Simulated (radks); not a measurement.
All-electron atom: neutral molybdenum in [Kr] 4d5 5s1 (the NIST ground configuration). Calculated with a radial shooting solver on a logarithmic mesh with Libxc functionals: Dirac Kohn-Sham, PBEsol, spin-unpolarised, spherical densities, finite nucleus; open shells fill j = l - 1/2 first; Fermi nuclear charge, rms radius 4.4091 fm.

Normalised radial functions P(r) = r R(r) (large component), r in bohr:

r           4p3/2
0.00185    0.0011
0.002137   0.0015
0.002468   0.0020
0.002873   0.0027
0.003318   0.0035
0.003832   0.0046
0.004425   0.0061
0.005152   0.0081
0.00595    0.0106
0.006871   0.0138
0.007999   0.0182
0.009238   0.0236
0.01067    0.0304
0.01232    0.0390
0.01434    0.0505
0.01657    0.0640
0.01913    0.0806
0.0221     0.1005
0.02572    0.1256
0.02971    0.1533
0.03431    0.1844
0.03962    0.2182
0.04613    0.2551
0.05327    0.2888
0.06152    0.3174
0.07162    0.3371
0.08271    0.3397
0.09552    0.3205
0.1103     0.2738
0.1284     0.1904
0.1483     0.0792
0.1713    -0.0580
0.1978    -0.2086
0.2303    -0.3611
0.266     -0.4739
0.3072    -0.5295
0.3576    -0.5026
0.413     -0.3850
0.4769    -0.1825
0.5508     0.0832
0.6412     0.3920
0.7405     0.6652
0.8552     0.8767
0.9877     0.9948
1.15       1.0053
1.328      0.9185
1.534      0.7670
1.771      0.5869
2.062      0.4024
2.381      0.2564
2.75       0.1484
3.201      0.0743
3.697      0.0342
4.27       0.0137
4.931      0.0047
5.741      0.0013
6.63       0.0003
7.657      0.0001
8.843      0.0000
10.29      0.0000
11.89      0.0000

4p3/2: eigenvalue -37.547 eV, 2 radial nodes at r = 0.162, 0.528 bohr, <r> = 1.25 bohr, 90 % of the charge inside 1.86 bohr.
